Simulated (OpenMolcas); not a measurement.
An OpenMolcas run meant for Cu3+ (ANO-R2, X2C; inactive shells 1s 2s 2p 3s 3p; intended active space 8 electrons in 5 orbitals (3d)). One step of its input:

```
&CASPT2
Multistate=10 1 2 3 4 5 6 7 8 9 10
Frozen=2 3
IPEA=-0.5
Imaginary=0.1
MaxIter=60
WThr=0.0 0.3 0.05
PrWF=0.5
NoMix
```

The run finished. Its levels beside those of a sound run (SS-CASPT2, IPEA 0.25 Eh, imaginary shift 0.1 Eh (closed shells correlated: 3s 3p)), in cm-1 above each run's lowest level:

```csv
Level,This run,Usual run
3d8 3F4,0.0,0.0
3d8 3F3,1840,1841
3d8 3F2,3046,3046
3d8 1D2,15506,15676
3d8 3P2,18724,19825
3d8 3P1,18964,20269
3d8 3P0,19416,20722
3d8 1G4,27391,26994
```

Q: Which setting is unsound, and how much does it matter here?

A: The IPEA shift is negative. Against the sound run the excited levels shown move by 610 cm-1 on average and by 1300 cm-1 at most.

Term energies are means over components that CASPT2 splits; among the terms shown or strongly mixed into the levels shown the widest spread is 2200 cm-1 (3d8 1G, this run). Some high roots are left out of the spin-orbit mixing, which shifts the levels that they would mix with. Levels of configurations outside the active space are missing.
